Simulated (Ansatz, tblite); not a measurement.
Cost and result up the ladder for Cs3F3 (6 atoms). Charge 0, multiplicity 1. Geometry: r2SCAN-D4/def2-SVP.

```xyz
6

Cs   -1.0971   -0.7072    2.4849
Cs    1.2133    2.5069   -0.3351
Cs   -0.1179   -1.8001   -2.1497
F    -1.0145   -2.1261    0.2874
F     0.0818    1.5309    1.8136
F     0.9344    0.5956   -2.1012
```

Ansatz on 4 threads of Arm Neoverse V2 on a shared host; xTB runs through tblite on one thread. Times are rough, summed over both states, and most runs start from the orbitals of an earlier one. PBE0-D4/def2-TZVP serves as the yardstick here, not as an exact answer. The other state is a doublet.

In the def2 sets Cs takes a core potential; there is no spin–orbit coupling. The xTB rows come from tblite. The structure comes from a short search, and lower isomers may exist.

Raw xTB energies of ions are shifted by several eV.

```csv
level,functions,wall time
GFN1-xTB,24,0.008 s
PBE-D4/def2-TZVP (with forces),180,8.6 s
PBE0-D4/def2-TZVP,180,18 s
r2SCAN-D4/def2-TZVP,180,18 s
```

(1) Estimate what each level gives for the vertical IE (eV).

Answers

(1) 
| level | vertical IE (eV) | difference from PBE0-D4/def2-TZVP (eV) |
| --- | --- | --- |
| GFN1-xTB | 11.85 | 3.43 |
| PBE-D4/def2-TZVP (with forces) | 7.66 | -0.76 |
| PBE0-D4/def2-TZVP | 8.42 | 0.00 |
| r2SCAN-D4/def2-TZVP | 7.81 | -0.60 |
